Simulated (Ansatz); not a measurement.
Basis-set series for C₅H₂F₆O₃Sn, SMILES `[OH][Sn-]1[O]C(C(F)(F)F)=CC(C(F)(F)F)=[O+]1`. Total charge 0; spin multiplicity 1. Sn takes the def2 core potential. The structure was optimised at the PBE0-D4/def2-TZVP level. It is one conformer, not always the lowest.

| atom | x (Å) | y (Å) | z (Å) |
| --- | --- | --- | --- |
| O1 | 2.663 | -0.066 | -1.252 |
| Sn2 | 1.196 | -0.242 | -2.572 |
| O3 | 0.188 | -1.544 | -1.131 |
| C4 | -0.248 | -1.229 | 0.002 |
| C5 | -0.580 | -2.449 | 0.878 |
| F6 | 0.492 | -3.223 | 1.007 |
| F7 | -1.547 | -3.164 | 0.303 |
| F8 | -0.992 | -2.106 | 2.098 |
| C9 | -0.485 | 0.042 | 0.512 |
| C10 | -0.309 | 1.188 | -0.253 |
| C11 | -0.705 | 2.546 | 0.351 |
| F12 | -1.705 | 3.075 | -0.355 |
| F13 | 0.326 | 3.384 | 0.307 |
| F14 | -1.104 | 2.446 | 1.618 |
| O15 | 0.117 | 1.281 | -1.429 |
| H16 | 3.557 | -0.080 | -1.599 |
| H17 | -0.863 | 0.138 | 1.516 |

```json
{"functional": "PBE0-D4", "basis": "def2-SVP", "functions": "232", "energy (Eh)": "-1229.08260", "HOMO (eV)": "-7.51", "LUMO (eV)": "-2.76"}
{"functional": "PBE0-D4", "basis": "def2-TZVPP", "functions": "512", "energy (Eh)": "-1230.29994", "HOMO (eV)": "-7.69", "LUMO (eV)": "-2.92"}
{"functional": "ωB97M-V", "basis": "def2-SVP", "functions": "232", "energy (Eh)": "-1229.77315", "HOMO (eV)": "-9.64", "LUMO (eV)": "-0.61"}
{"functional": "ωB97M-V", "basis": "def2-TZVPP", "functions": "512", "energy (Eh)": "-1231.01506", "HOMO (eV)": "-9.86", "LUMO (eV)": "-0.81"}
```

(1) Give the rows for def2-QZVPP. (Best estimate.)

## Answers

(1) Computed: 
```tsv
functional	basis	functions	energy (Eh)	HOMO (eV)	LUMO (eV)
PBE0-D4	def2-QZVPP	940	-1230.35387	-7.73	-2.97
ωB97M-V	def2-QZVPP	940	-1231.06555	-9.90	-0.87
```
